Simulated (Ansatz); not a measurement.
Au3O⁺ was relaxed with r2SCAN-D4 (def2-SVP) in Ansatz in these states: charge +1 quintet, charge +1 singlet, charge +1 triplet. The geometries follow in no particular order.

In the def2 sets Au takes a core potential; there is no spin–orbit coupling.

A:

Cartesian coordinates in Å:
```
Au -1.6300 0.8652 0.3179
Au 0.9359 -0.7263 1.4485
Au 0.3623 -0.6433 -1.7195
O 0.3318 0.5044 -0.0469
```

B:

Cartesian coordinates in Å:
```
Au 0.445 1.354 0.616
Au -0.297 0.639 -1.867
Au -0.380 -1.489 -0.225
O 0.231 -0.504 1.477
```

C:

```csv
atom,x (Å),y (Å),z (Å)
Au1,0.1704,0.0724,-1.7054
Au2,0.0853,-0.2914,1.6884
Au3,-1.3435,1.1497,0.0895
O4,1.0879,-0.9307,-0.0724
```

Q: Judge from the bond lengths which geometry belongs to which state (an estimate).

A: A is the charge +1 singlet (Au2–O4 2.029 Å, Au3–O4 2.029 Å, Au1–Au2 3.224 Å); B is the charge +1 triplet (Au2–O4 3.573 Å, Au3–O4 2.059 Å, Au1–Au2 2.688 Å); C is the charge +1 quintet (Au2–O4 2.125 Å, Au3–O4 3.204 Å, Au1–Au2 3.414 Å).

At PBE0-D4/def2-TZVP a singlet lies 0.51 eV below the charge +1 triplet. At PBE0-D4/def2-TZVP a singlet lies 2.37 eV below the charge +1 quintet. These are the stationary points nearest to one start from a short search; other shapes may lie lower in each state.
